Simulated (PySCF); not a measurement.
LiCl, SMILES [Cl][Li]. Atoms are numbered in the order given.

```xyz
2

Li     0.0000     0.0000    -1.7170
Cl     0.0000     0.0000     0.3030
```
Charge 0, spin multiplicity 1.

Geometry optimised at PBE0-D3(BJ)/def2-TZVPD.

Two levels are set side by side: PBE/pcSseg-2 (PySCF) and PBE0/pcSseg-2 (PySCF). GIAO shifts against HCl (³⁵Cl) at the same level; non-relativistic, no solvent, atoms listed together averaged. Without spin–orbit terms, shifts of atoms bonded to Cl or Br come out too high at both levels. Differences are taken from unrounded values.

```json
[
 {"quantity": "δ(³⁵Cl) of Cl2 (ppm)", "PBE0": "-70.3", "PBE": "-59.4", "PBE minus PBE0": "10.9"}
]
```

Rough cost on one machine, each run with all the roots and properties that it gave: PBE0 against PBE within a factor of 2.
